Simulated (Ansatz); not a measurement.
H2Zn (SMILES [ZnH2]) moved off its minimum; all values from Ansatz (an electronic-structure program), cores frozen in correlated methods.
(charge 0, multiplicity 1)
```xyz
3

Zn     0.13268    -0.02043    -0.00198
H      0.08072    -0.03944     1.52361
H     -0.06071    -0.01659    -1.59380
```

Give the forces (eV/Å), the total energy and the dipole at CCSD(T)/def2-TZVPPD.


```
atom      Fx      Fy      Fz
----  ------  ------  ------
Zn1   -0.405  -0.017  -0.860
H2     0.157   0.009   0.091
H3     0.247   0.008   0.769
```
Energy -1779.4351 hartree, dipole 0.39 D.
